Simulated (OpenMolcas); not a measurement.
A calculation on N2+.

```
Program             : OpenMolcas 26.06
Method              : CASSCF
Basis               : ANO-RCC-VTZP [4s3p2d1f]
Scalar Hamiltonian  : DKH2, point nucleus
Active space        : 3 electrons in 4 orbitals (2s 2p)
State averaging     : 2S+1 = 4 odd, 1 root; 2S+1 = 2 odd, 11 roots; 2S+1 = 4 even, 3 roots; 2S+1 = 2 even, 9 roots
Spin-orbit coupling : RASSI with atomic mean-field integrals over the reference wave functions, term energies averaged over their components
```

Problem. Which level of the active space comes out lowest?

Solution. 2s² 2p ²P°_1/2, with 100 % of that term; it is also the measured ground level.

Problem. How high does 2s 2p² ²D_5/2 lie?

Solution. 106925 cm⁻¹ above the lowest level; measured 101024 cm⁻¹ above the ground level, so the calculation is off by +6 %.

Problem. How high does 2p³ ⁴S°_3/2 lie?

Solution. 184142 cm⁻¹ above the lowest level; measured 186797 cm⁻¹ above the ground level, so the calculation is off by -1 %.

Problem. How high does 2p³ ²D°_3/2 lie?

Solution. 213626 cm⁻¹ above the lowest level; measured 203089 cm⁻¹ above the ground level, so the calculation is off by +5 %.

Measured values: Moore, Selected Tables of Atomic Spectra, NSRDS-NBS 3, section 5.

Measured partners are found by configuration, term and J. A level has none where our copy of the source lacks it or the pairing is in doubt (some pairs that miss far off the trend of their configuration count as doubtful), and it then counts in no deviation. Levels of configurations outside the active space are missing.

° marks odd parity.
